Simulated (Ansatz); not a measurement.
**Abstraction of H: Se(CH3)(SiH3) + CH5OSi → Se(CH3)(SiH2) + CH6OSi**

Species: Se(CH3)(SiH3), singlet; CH5OSi `CO[SiH2]`, doublet; Se(CH3)(SiH2), doublet; CH6OSi `CO[SiH3]`, singlet. A radical takes H: the energy is the difference in strength between two Si–H bonds in different surroundings.

Shapes, held fixed at every level: PBE0-D4/def2-TZVP. Flexible molecules stand in one conformer, not always the lowest. Programs: Ansatz 0.2.0. The zero-point and thermal change to 298 K, harmonic and unscaled (PBE0-D4/def2-TZVP), is +0.5 kJ/mol.

```tsv
level	kind	ΔH(298 K) (kJ/mol)	less CCSD(T)/def2-TZVPP
HF/def2-SVP	Hartree–Fock	-16.0	+0.6
PBE-D4/def2-TZVPP	GGA	-16.0	+0.6
r2SCAN-D4/def2-TZVPP	meta-GGA	-16.2	+0.4
PBE0-D4/def2-TZVPP	global hybrid	-15.7	+0.9
MP2/def2-TZVPP	perturbation theory	-14.5	+2.1
CCSD(T)/def2-SVP	coupled cluster or CI	-18.1	-1.5
CCSD/def2-TZVPP	coupled cluster or CI	-16.3	+0.3
CCSD(T)/def2-TZVPP	coupled cluster or CI	-16.6	0.0
```

The highest level, CCSD(T)/def2-TZVPP, gives ΔH(298 K) = -16.6 kJ/mol; the levels span -18.1 to -14.5. The column of differences is taken from that level and isn't an error. No measured value is set beside it here. Open shells run unrestricted unless RO is named. Relativity is left out for Se unless named. Correlated rows may include outer-core shells of Se, which these sets cover unevenly.
